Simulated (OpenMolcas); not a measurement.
## A ladder of methods for HfF4 (SMILES F[Hf](F)(F)F)

The species is HfF4 (5 atoms), meant as a singlet with charge 0. As SMILES, `F[Hf](F)(F)F`. The coordinates come from a PBE0-D4/def2-TZVP relaxation.

Quantity: the HOMO–LUMO gap, in eV. The values are calculated.

| level | kind | program | value (eV) | CPU time |
| --- | --- | --- | --- | --- |
| HF/def2-SVP (core potential) | Hartree–Fock | OpenMolcas | 19.00 | 18 s |
| BLYP/def2-SVP (core potential) | GGA | OpenMolcas | 8.20 | 56 s |
| revPBE/def2-SVP (core potential) | GGA | OpenMolcas | 8.40 | 49 s |
| M06-L/def2-SVP (core potential) | meta-GGA | OpenMolcas | 9.17 | 44 s |
| TPSS/def2-SVP (core potential) | meta-GGA | OpenMolcas | 8.73 | 47 s |
| B3LYP/def2-SVP (core potential) | global hybrid | OpenMolcas | 10.48 | 34 s |
| M06-2X/def2-SVP (core potential) | hybrid meta-GGA | OpenMolcas | 13.62 | 40 s |
| B2PLYP/def2-SVP (core potential) | double hybrid | OpenMolcas | 13.99 | 36 s |

The values span 8.20 to 19.00 eV. Orbital gaps aren't excitation energies, and those of double hybrids come from the SCF part alone; they tend to grow with the share of exact exchange. CPU times are rough (shared hosts, several kinds of processor): they show what a rung costs within a factor of a few.
